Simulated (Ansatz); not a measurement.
A made-up structure of AlBH$_{2}$ClF, closed shell:

F1  (1.062, -1.876, -0.926)
B2  (1.157, -0.482, -0.440)
Al3  (-0.835, 0.617, 0.415)
Cl4  (-2.850, -0.606, 0.430)
H5  (2.387, 0.073, -0.517)
H6  (-0.921, 2.274, 1.039)
(Å)

It is relaxed with PBE-D4/def2-SVP and then PBE0-D4/def2-TZVP (Ansatz 0.2.0). Atoms count as bonded within 1.22 times the sum of their covalent radii (H–H: 0.88 Å). The end point is not checked to be a true minimum.

**Question.** Does its bonding change? (A judgement: the text doesn't fix the answer.)

**Answer.** Computed: No: no bond forms or breaks.

Where it ends: The first stage lowers the energy by 1.21 eV in 5 steps. It ends as AlBH₂ClF ([F][BH][AlH][Cl]):
F1  (0.947, -1.676, -0.827)
B2  (1.033, -0.431, -0.393)
Al3  (-0.745, 0.551, 0.371)
Cl4  (-2.544, -0.540, 0.384)
H5  (2.131, 0.065, -0.462)
H6  (-0.822, 2.031, 0.927)
(Å)

Labels in which every atom is bracketed show which atoms are joined, not bond orders.

For scale, one of the runs: PBE0-D4/def2-TZVP relaxation, 148 basis functions, launched by `ansatz run in.yaml --threads 2 --pin off --events-out ev --progress --plain --max-ram 4352MiB`. Hardware: 2 CPU threads of an Arm Neoverse V2, shared host. Wall time about 16 s.
